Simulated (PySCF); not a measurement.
**Dipole response of Cu⁺ (copper, charge +1)**

[Ar] 3d10, closed-shell 1S. All numbers are calculated (PySCF 2.14, the spin-free X2C one-electron Hamiltonian (Gaussian nucleus), in aug-cc-pwCVTZ-DK with one added diffuse shell each of s, p, d, f, g type (11s10p8d5f4g, 152 functions)). Coupled (time-dependent) response in atomic units; α is the mean over directions.

```tsv
method	mean α (bohr³)	C₆ (like pair)	S(−4)
UHF	5.370	17.31	18.70
PBE	8.301	28.47	61.34
```

S(−4) is the Cauchy moment in α(ω) = α(0) + S(−4) ω² + …

α(iu) at UHF:

```tsv
u (hartree)	α(iu) (bohr³)
0	5.370
0.0500	5.324
0.100	5.194
0.200	4.763
0.300	4.256
0.500	3.378
0.750	2.629
1.00	2.129
1.50	1.510
2.00	1.141
3.00	0.7288
5.00	0.3795
```

A single London oscillator, α(iu) = α/(1 + u²/ω²), gives C₆ = (3/4) ω α². Matching the computed C₆ needs ω = 4 × 17.31 / (3 × 5.370²) = 0.800 hartree.

For an ion, C₆ is the dispersion term alone; charge-induced terms of lower order in 1/R come first.
